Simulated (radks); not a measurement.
Question: The aluminium ion Al4+ is in [He] 2s2 2p5. Method: scalar-relativistic Kohn-Sham, PBEsol, spin-polarised, spherical densities, finite nucleus; Fermi nuclear charge, rms radius of each element as measured or else 0.836 A^(1/3) + 0.57 fm; computed with a radial shooting solver on a logarithmic mesh with Libxc functionals. Open shells are filled with parallel spins first. One electron is removed from 1s, 2s, 2p in turn, with full relaxation. Which removal costs least, and what does each cost?

Answer: 2p 154.03 eV; 2s 190.52 eV; 1s 1648.5 eV. The 2p electron leaves first.
